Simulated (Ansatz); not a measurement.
Gas-phase electronic energies from Ansatz, PBE0-D4/def2-TZVP geometries. CCSD(T)/CBS adds triple-zeta CCSD(T) − MP2 to the extrapolated MP2 energy (def2 sets, frozen cores). DFT in def2-TZVPP. One conformer a species, not always the lowest.

Reaction (isomerisation): `BCC(O)[SiH3]` → `BC(O)[SiH2]C`

(1) Is it downhill or uphill in electronic energy at CCSD(T)/CBS, and by how much? (Estimate.)

(2) What do these levels give: r2SCAN-D4, B2PLYP, PBE, MP2/def2-QZVPP, HF/CBS(def2), CCSD/CBS(def2)? (An estimate is asked.)

Largest T1 diagnostic among the species: 0.012.

Answers

(1) The calculation gave: Downhill: ΔE = -54.4 kJ/mol.

(2) Computed: r2SCAN-D4 -64.7, B2PLYP -55.2, PBE -64.9, MP2/def2-QZVPP -56.3, HF/CBS(def2) -38.6, CCSD/CBS(def2) -51.7 kJ/mol.

From PBE to PBE0 (25 % exact exchange), in def2-TZVPP and without D4, ΔE moves by +4.1 kJ/mol. In def2-TZVPP, CCSD(T) changes the Hartree–Fock value by −14.6 kJ/mol (the triples alone add −2.6 kJ/mol) and MP2 by −17.0 kJ/mol.
